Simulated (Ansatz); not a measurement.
`[CH3][In]([Cl])[N]=C=O` + `ClC1C=C1` → `O=C=[N][In]([Cl])[Cl]` + `CC1C=C1` at 700 K and 1 bar (formal exchange of groups at the In–C bond).

Program: Ansatz. Geometries: PBE0-D4/def2-TZVP. ΔE: electronic, gas phase. CBS: MP2 limit from def2 TZ/QZ plus the TZ coupled-cluster correction, frozen cores. def2 core potentials past Kr. For In outer-core shells are correlated without core-valence functions, which leaves a few kJ/mol of doubt a bond. One conformer a species, not always the lowest.

| species | CCSD(T)/CBS energy (Eh) | H − E (kJ/mol) | S (J/(mol·K)) |
| --- | --- | --- | --- |
| `[CH3][In]([Cl])[N]=C=O` | -857.45851 | 212.2 | 533.9 |
| `ClC1C=C1` | -575.64290 | 174.0 | 353.4 |
| `O=C=[N][In]([Cl])[Cl]` | -1277.41850 | 108.0 | 494.7 |
| `CC1C=C1` | -155.72298 | 280.5 | 371.6 |

H − E and S are ideal-gas, rigid-rotor, harmonic terms from PBE0-D4/def2-TZVP, for one conformer and one mirror image of each species. 1 Eh = 2625.50 kJ/mol, R = 8.31446 J/(mol·K).

**Question.** By hand: ΔE, ΔH, ΔS and ΔG.

**Answer.** ΔE = (-1277.41850) + (-155.72298) − (-857.45851) − (-575.64290) = -0.04007 Eh = -105.2 kJ/mol. Δ(H − E) = 108.0 + 280.5 − 212.2 − 174.0 = 2.3, so ΔH = -102.9 kJ/mol. ΔS = 494.7 + 371.6 − 533.9 − 353.4 = -21.0 J/(mol·K). ΔG = -102.9 − 700 × (-21.0)/1000 = -88.2 kJ/mol.

**Question.** By hand: the equilibrium constant, and the temperature at which ΔG would vanish if ΔH and ΔS stayed fixed.

**Answer.** log₁₀ K = −ΔG/(RT ln 10) = 6.6. ΔG = 0 at ΔH/ΔS = 4900 K, far beyond where these terms or the molecules hold.

ΔH outweighs TΔS. A doubt of 5 kJ/mol in ΔE shifts log₁₀ K by 0.4 here. Other conformers and mirror images would add mixing entropy, several J/(mol·K) or more a flexible species. Modes under 60 cm⁻¹, often nearly free rotors, make the harmonic entropy too high. These are equilibria of isolated gas molecules and say nothing of rates. Largest T1 diagnostic: 0.015 (customary marks: 0.02 for closed shells, 0.045 for open ones).
